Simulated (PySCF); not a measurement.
**TDDFT excited states: C5H7NO3**

Species: C₅H₇NO₃.
SMILES: `C=COC(=O)CC(N)=O`

Method: TDDFT PBE0/def2-SVPD, vertical, gas phase, core orbitals frozen in the response in PySCF 2.14.0, density-fitted response routines. Isolated species at its PBE0-D3(BJ)/def2-SVP geometry (one conformer only).

| state | E (eV) | λ (nm) | f | \|μ\| (D) | main configurations (H = HOMO, L = LUMO) |
| --- | --- | --- | --- | --- | --- |
| S1 | 5.56 | 223.0 | 0.066 | 1.77 | H→L (70%), H→L+1 (13%) |
| S2 | 5.82 | 213.1 | 0.016 | 0.85 | H-3→L (30%), H→L+1 (22%), H-2→L (12%) |
| S3 | 5.90 | 210.3 | 0.055 | 1.56 | H-3→L (37%), H→L (18%), H→L+1 (13%) |
| S4 | 6.00 | 206.8 | 0.042 | 1.36 | H-2→L (52%), H-1→L (24%), H-3→L (17%) |
| S5 | 6.09 | 203.6 | 0.213 | 3.04 | H-1→L (66%), H-2→L (22%) |
| S6 | 7.15 | 173.5 | 0.083 | 1.75 | H→L+3 (38%), H→L+1 (26%), H-1→L+1 (19%) |

The lowest singlet comes at 223 nm (536 kJ/mol) in the ultraviolet; it is of moderate strength; its leading configuration is HOMO→LUMO (70%). The strongest level in the table is S5 at 6.09 eV (204 nm, f = 0.213). Löwdin shares by element: HOMO oxygen 56% or more, carbon 24% or more (atoms not listed hold the other 21%); LUMO carbon 54% or more, oxygen 19% or more (atoms not listed hold the other 27%). Orbital energies (eV): HOMO-3 -9.03, HOMO-2 -8.07, HOMO-1 -7.85, HOMO -7.65, LUMO -1.08, LUMO+1 0.17, LUMO+2 0.51. The oscillator strengths of these states sum to 0.475; summed over the whole spectrum of an exact calculation they would give the number of electrons, 68 (Thomas–Reiche–Kuhn). Of the 6 states listed, 6 reach f = 0.01 and none stays under 0.0005. Singlets were solved by full linear response.
